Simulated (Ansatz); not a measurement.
One change: `N[SiH2]N[SiH2]Cl` becomes `CN[SiH2]Cl`.

Ansatz, PBE0-D4/def2-TZVP geometries, multiplicity 1. Each molecule was computed in one conformer, which needn't be the lowest.

| property | `N[SiH2]N[SiH2]Cl` |
| --- | --- |
| HOMO energy (PBE0/def2-TZVPP) / eV | -7.57 |
| size of the dipole moment (B3LYP/def2-TZVPP) / D | 2.00 |
| LUMO energy (B3LYP/def2-TZVPP) / eV | 0.22 |
| HOMO–LUMO gap (PBE/def2-TZVPP) / eV | 5.77 |
| HOMO energy (ωB97M-V/def2-TZVPP) / eV | -9.92 |
| size of the dipole moment (ωB97M-V/def2-TZVPP) / D | 2.00 |

(1) What does the change do to each property? (An estimate is asked.)

Answers

(1) The calculation gave: 
```csv
property,`CN[SiH2]Cl`,shift
HOMO energy (PBE0/def2-TZVPP) / eV,-7.34,0.23
size of the dipole moment (B3LYP/def2-TZVPP) / D,2.19,0.19
LUMO energy (B3LYP/def2-TZVPP) / eV,0.29,0.07
HOMO–LUMO gap (PBE/def2-TZVPP) / eV,5.67,-0.10
HOMO energy (ωB97M-V/def2-TZVPP) / eV,-9.66,0.26
size of the dipole moment (ωB97M-V/def2-TZVPP) / D,2.18,0.18
```

With PBE0 the HOMO rises by 0.23 eV and the LUMO rises by 0.10 eV, so the gap narrows by about 0.13 eV. PBE moves the HOMO by 0.20 eV and ωB97M-V by 0.26 eV. Dipoles are sizes alone; their direction can turn.

B3LYP here is the variant with VWN-RPA as its local correlation; programs differ in this.
